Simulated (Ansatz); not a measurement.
The same ligand exchange along the group V, Nb, Ta.

Isolated molecules relaxed with PBE0-D4/def2-TZVP in Ansatz; ΔE leaves out vibrations. CBS: MP2 limit from def2 TZ/QZ plus the TZ coupled-cluster correction, frozen cores. This one scheme is used for every species. DFT in def2-TZVPP. Elements past krypton have def2 core potentials. For Nb, Ta, V outer-core shells are correlated without core-valence functions, which leaves a few kJ/mol of doubt a bond. Scalar relativity is left out up to krypton. One conformer a species, not always the lowest.

```
                                                              reaction  CCSD(T)/CBS(def2) (kJ/mol)
  `[NH]=[V]([NH2])([Cl])[Cl]` + HCl → `[NH]=[V]([Cl])([Cl])[Cl]` + NH₃                           ?
`[NH]=[Nb]([NH2])([Cl])[Cl]` + HCl → `[NH]=[Nb]([Cl])([Cl])[Cl]` + NH₃                         -57
`[NH]=[Ta]([NH2])([Cl])[Cl]` + HCl → `[NH]=[Ta]([Cl])([Cl])[Cl]` + NH₃                         -54
```

Q: Fill in the missing values. (An estimate is asked.)

A: Ansatz gave: `[NH]=[V]([NH2])([Cl])[Cl]` + HCl → `[NH]=[V]([Cl])([Cl])[Cl]` + NH₃: -39.4 kJ/mol.

Largest T1 diagnostic: 0.030, for `[NH]=[V]([NH2])([Cl])[Cl]`, so its coupled-cluster energy is less sure.
